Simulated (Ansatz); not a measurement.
C2H5Cl2Ga, SMILES `ClC(Cl)[CH2][GaH2]` at its PBE0-D4/def2-TZVP geometry, where that method's forces vanish. The species carries charge 0 and has multiplicity 1.

```xyz
10

Cl   -1.0976   -1.5047   -1.5139
C     0.2192   -0.3878   -1.1386
Cl    1.5135   -1.2773   -0.2094
C    -0.2267    0.7663   -0.2883
Ga   -0.1325    0.0853    1.5992
H     0.6920   -0.1376   -2.0856
H     0.4952    1.5798   -0.3979
H    -1.2041    1.1209   -0.6178
H    -1.0873   -1.0682    2.0565
H     0.8283    0.8234    2.5959
```

(1) What forces (eV/Å) does r2SCAN-D4/def2-TZVPP give on these atoms in Ansatz 0.2.0? (Best estimate.)

## Answers

(1) The calculation gave: 
```
Cl1 -0.223 -0.171 -0.070
C2  -0.043  0.299 -0.154
Cl3  0.279 -0.162  0.203
C4  -0.058  0.089  0.073
Ga5  0.020 -0.058  0.080
H6   0.007 -0.018  0.004
H7   0.007 -0.010 -0.009
H8   0.012 -0.003 -0.007
H9   0.073  0.092 -0.039
H10 -0.076 -0.056 -0.082
```
